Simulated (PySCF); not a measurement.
C6H13FOSi2.
Atom-mapped SMILES: `[CH3:1][O:2][C@@H:3]1[CH:4]=[C:5]([SiH2:6][CH3:7])[C@@H:8]([F:9])[SiH2:10]1`

NICS = −σ at a ghost point: NICS(0) at the centroid of the ring atoms, NICS(1) 1 Å to either side along the normal of their mean plane, zz for the tensor component along that normal. Level: GIAO PBE0/pcSseg-1 (PySCF, non-relativistic, gas phase) on the GFN2-xTB geometry, one conformer.

Ring bond lengths (Å), with Mayer bond orders in brackets: C3–C4 1.506 (1.00), C4–C5 1.330 (1.85), C5–C8 1.504 (1.02), C8–Si10 1.927 (0.85), Si10–C3 1.916 (0.85).

Q: What do the NICS probes read (ppm)?

A: 
```
            ring                                                      type  NICS(0)  NICS(1), two faces  NICS(1)zz, two faces  rms pucker (Å)  centre to ring atoms, mean (Å)
C3–C4–C5–C8–Si10  5-membered ring with Si; formal bonds 1 double, 4 single     -0.9         -2.8 / -4.1            0.1 / -1.7            0.14                            1.37
```

Q: What do they say, and how far can they be read as aromaticity?

A: 
- C3–C4–C5–C8–Si10: mean NICS(1)zz -0.8 ppm, near zero. C3, C8, Si10 have four or more neighbours, so the value isn't read as a sign of a π ring current.

Q: At the second NICS(1) probe listed for ring C3–C4–C5–C8–Si10, 1 Å off the ring, what do the in-plane components average?

A: The isotropic value is a third of the trace: (3 × -4.1 − (-1.7))/2 = -5.3 ppm.

Q: What are the shieldings of the ring atoms and their hydrogens in the same run (means over atoms taken as equivalent)?

A: 
```csv
atoms,environment,σ isotropic (ppm)
C3,sp3 carbon bound to oxygen,107.6
C4,alkene CH carbon,37.8
C5,fully substituted alkene carbon,22.2
C8,sp3 C–F carbon,88.8
Si10,SiH2 silicon,366.9
H on C3,methine hydrogen,27.64
H on C4,vinylic hydrogen,24.87
H on C8,methine hydrogen,25.51
H on Si10,Si–H hydrogen,27.33
H on Si10,Si–H hydrogen,27.27
```

The run took 2.2 min of wall time on one thread of an Arm Neoverse N1, on a shared host, and the process peaked at 1.1 GiB of memory. This is the whole shielding run at PBE0/pcSseg-1, SCF included.
